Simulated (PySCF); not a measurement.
## Germanium: a sound run and one with changed settings

Sound run: Ge [Ar] 3d10 4s2 4p2, Ge⁺ [Ar] 3d10 4s2 4p1. Computed with PySCF 2.14 in jorge-DZP-DKH, with the spin-free X2C one-electron Hamiltonian (Gaussian nucleus). In the sound run the correlated levels freeze [Ar] 3d10. The sound run starts from symmetry-adapted Hartree-Fock orbitals and uses a fine grid where one is needed.

Changed run: all electrons correlated in a basis built for the valence shell.

```json
{"species": "Ge", "method": "MP2", "sound run (hartree)": "-2096.95538", "changed run (hartree)": "-2097.52122", "converged": "yes"}
{"species": "Ge⁺", "method": "MP2", "sound run (hartree)": "-2096.68680", "changed run (hartree)": "-2097.25178", "converged": "yes"}
```

Ionisation energy of Ge:

| method | sound run (eV) | changed run (eV) |
| --- | --- | --- |
| UHF | 7.336 | 7.336 |
| MP2 | 7.309 | 7.332 |
| SCS-MP2 | 7.264 | 7.271 |

A valence basis has no tight correlating functions, so it recovers only part of the core correlation, and not evenly between atom and ion.

For comparison, NIST gives 7.899 eV between the lowest levels.
